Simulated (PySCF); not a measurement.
C5H8F2O.
SMILES with atom numbers: `[F:1][C:2]1([F:3])[CH2:4][CH2:5][O:6][CH2:7][CH2:8]1` (hydrogens: H9, H10 on C4; H11, H12 on C5; H13, H14 on C7; H15, H16 on C8)

Geometry (GFN2-xTB, Å), atoms numbered from 1 in this order:
```
atom  x, y, z in Å
F1    -0.206   -0.497   -1.942
C2    -0.505   -0.868   -0.659
F3    -1.218   -2.028   -0.800
C4    -1.365    0.199    0.003
C5    -0.499    1.433    0.282
O6     0.633    1.111    1.052
C7     1.480    0.205    0.387
C8     0.778   -1.131    0.117
H9    -1.750   -0.210    0.938
H10   -2.199    0.455   -0.651
H11   -1.059    2.170    0.860
H12   -0.189    1.883   -0.673
H13    1.819    0.636   -0.567
H14    2.341    0.059    1.041
H15    0.509   -1.612    1.058
H16    1.423   -1.796   -0.457
```

The closed-shell SCF was solved with PySCF and density fitting under several settings on one GFN2-xTB geometry (grid level 2 and gas phase unless stated).

| settings | basis functions | SCF cycles | E (Eh) | HOMO (eV) | LUMO (eV) | dipole (D) |
| --- | --- | --- | --- | --- | --- | --- |
| PBE/pcSseg-1, start guess atom | 176 | 12 | -469.6942 | -6.16 | 0.49 | 1.01 |
| LDA/6-31G, IEF-PCM dichloromethane | 88 | 13 | -466.5374 | -5.89 | 1.18 | 1.05 |
| HSE06/cc-pVDZ | 152 | 14 | -469.8260 | -7.16 | 1.40 | 1.05 |

Estimate the row for these settings: OLYP/def2-SVPD, IEF-PCM chloroform.

| settings | basis functions | SCF cycles | E (Eh) | HOMO (eV) | LUMO (eV) | dipole (D) |
| --- | --- | --- | --- | --- | --- | --- |
| OLYP/def2-SVPD, IEF-PCM chloroform | 233 | 16 | -469.7934 | -6.07 | -0.17 | 1.33 |

Over all rows, what range does the HOMO–LUMO gap span?

From 5.90 eV (OLYP/def2-SVPD, IEF-PCM chloroform) to 8.56 eV (HSE06/cc-pVDZ). The functional of the narrowest has no exact exchange, that of the widest 25 % exact exchange at short range alone.

And the dipole moment?

From 1.01 D (PBE/pcSseg-1, start guess atom) to 1.33 D (OLYP/def2-SVPD, IEF-PCM chloroform); the largest is 1.32 times the smallest, and the median is 1.05 D.

Whole jobs, the steps after the SCF included, on one thread of an Arm Neoverse V2, on a shared host:

```tsv
settings	work after the SCF	wall time	peak memory
PBE/pcSseg-1, start guess atom	shieldings, ring-centre shieldings, charges and field gradients	28 s	0.64 GiB
LDA/6-31G, IEF-PCM dichloromethane	spin–spin couplings from 15 perturbed nuclei, spin–dipole term for 2 of them	4.4 s	0.44 GiB
HSE06/cc-pVDZ	shieldings, ring-centre shieldings	30 s	0.83 GiB
OLYP/def2-SVPD, IEF-PCM chloroform	shieldings, ring-centre shieldings, charges and field gradients	25 s	0.84 GiB
```

Cycle counts include a coarse-grid stage where the run had one. One conformer (not necessarily the lowest) at the GFN2-xTB geometry, without vibrations or thermal averaging.
